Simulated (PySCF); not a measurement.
Input for PySCF:
```python
from pyscf import gto, scf, dft

mol = gto.M(
    atom='''
Ge   -0.00000000   -0.00000000   -1.16521925
Ge    0.00000000    0.00000000    1.16521925
''',
    basis='6-31g*',
    spin=2,
    verbose=3,
)

mf = dft.UKS(mol)
mf.xc = 'wb97m_v'
mf.kernel()
```

### Question
What <S^2> does WB97M-V/6-31G* run with PySCF give?

### Answer
2.006

### Question
What number of basis functions does WB97M-V/6-31G* give?

### Answer
64

### Question
What is the computed dipole moment (WB97M-V/6-31G*)?

### Answer
0.00 D

These values belong to the state on which the SCF converged, which isn't shown to be the lowest.

### Question
Roughly what does it cost on one core?

### Answer
about 60 core-seconds (a rough figure).
